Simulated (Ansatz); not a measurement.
Isolated molecules relaxed with PBE0-D4/def2-TZVP in Ansatz; ΔE leaves out vibrations. CCSD(T)/CBS adds triple-zeta CCSD(T) − MP2 to the extrapolated MP2 energy (def2 sets, frozen cores). DFT in def2-TZVPP. B3LYP here is the variant with VWN-RPA as its local correlation; programs differ in this. For Ge outer-core shells are correlated without core-valence functions, which leaves a few kJ/mol of doubt a bond. Scalar relativity is left out up to krypton. Each species was taken in one conformer, which may not be the lowest.

`C=[CH][GeH2][CH2]F` + `CB[SiH3]` → `C=CB(C)[SiH3]` + `F[CH2][GeH3]`  (formal exchange of groups at a C–Ge bond)

```
          level  ΔE (kJ/mol)
       B3LYP-D4        -38.8
         B2PLYP        -34.8
CCSD/def2-TZVPP        -30.4
 MP2/def2-QZVPP        -33.5
```

Problem. What does CCSD(T)/CBS give? (Best estimate.)

Solution. Ansatz gave: -33.2 kJ/mol. The listed levels differ from it by -5.6, -1.6, 2.8, -0.3 kJ/mol.

Largest T1 diagnostic among the species: 0.012.

In def2-TZVPP, CCSD(T) changes the Hartree–Fock value by −3.0 kJ/mol (the triples alone add −1.7 kJ/mol) and MP2 by −3.4 kJ/mol.
